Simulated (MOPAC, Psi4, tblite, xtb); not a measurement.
Intermolecular potential of HF ··· H4OSi (SMILES F and O[SiH3]), singlet. Monomers: optimised at B3LYP-D3(BJ) (def2-TZVP), held rigid. Orientation: a random orientation, not optimised. The monomers approach along the line of their centres of mass (distance R); nothing else relaxes.

Geometry at R = 3.41 Å (first 2 atoms: monomer A):
```
8

F      0.4622     0.0000     0.0000
H     -0.4622     0.0000     0.0000
Si    -1.6930     1.4202    -2.7841
O     -0.2232     0.6649    -2.7708
H     -2.5777     0.8765    -3.8445
H     -2.3937     1.2764    -1.4837
H     -1.4117     2.8448    -3.0474
H     -0.1936    -0.2812    -2.6120
```

Methods: GFN1-xTB (xtb); GFN2-xTB (tblite); PM6, restricted, heats of formation (MOPAC); SAPT0/jun-cc-pVDZ, frozen core (Psi4).

Interaction energies in kJ/mol; the last columns give the difference from SAPT0:

```
R / Å  GFN1-xTB  GFN2-xTB    PM6  SAPT0/jun-cc-pVDZ  GFN1-xTB − SAPT0/jun-cc-pVDZ  GFN2-xTB − SAPT0/jun-cc-pVDZ  PM6 − SAPT0/jun-cc-pVDZ
-----  --------  --------  -----  -----------------  ----------------------------  ----------------------------  -----------------------
2.79       9.86     15.61  14.91              40.71                        -30.84                        -25.09                   -25.79
3.02      -0.89      2.69   8.46              19.83                        -20.72                        -17.14                   -11.37
3.19      -3.23     -0.85   5.61              12.06                        -15.29                        -12.91                    -6.45
3.41      -3.56     -2.24   3.15               6.76                        -10.33                         -9.00                    -3.61
3.63      -2.94     -2.25   1.83               4.18                         -7.12                         -6.42                    -2.35
3.80      -2.38     -1.98   1.35               3.10                         -5.48                         -5.09                    -1.76
4.07      -1.64     -1.49   1.08               2.20                         -3.84                         -3.70                    -1.13
4.43      -1.01     -0.95   0.98               1.66                         -2.67                         -2.60                    -0.67
4.93      -0.53     -0.44   0.84               1.27                         -1.80                         -1.71                    -0.43
5.57      -0.21     -0.11   0.63               0.95                         -1.15                         -1.06                    -0.31
6.62      -0.01      0.06   0.39               0.60                         -0.61                         -0.54                    -0.20
7.90       0.04      0.08   0.24               0.36                         -0.32                         -0.28                    -0.12
```

GFN1-xTB is furthest from SAPT0/jun-cc-pVDZ at 2.79 (-30.84 kJ/mol, below); its mean absolute difference over the points is 8.35 kJ/mol.

GFN2-xTB is furthest from SAPT0/jun-cc-pVDZ at 2.79 (-25.09 kJ/mol, below); its mean absolute difference over the points is 7.13 kJ/mol.

PM6 is furthest from SAPT0/jun-cc-pVDZ at 2.79 (-25.79 kJ/mol, below); its mean absolute difference over the points is 4.52 kJ/mol.
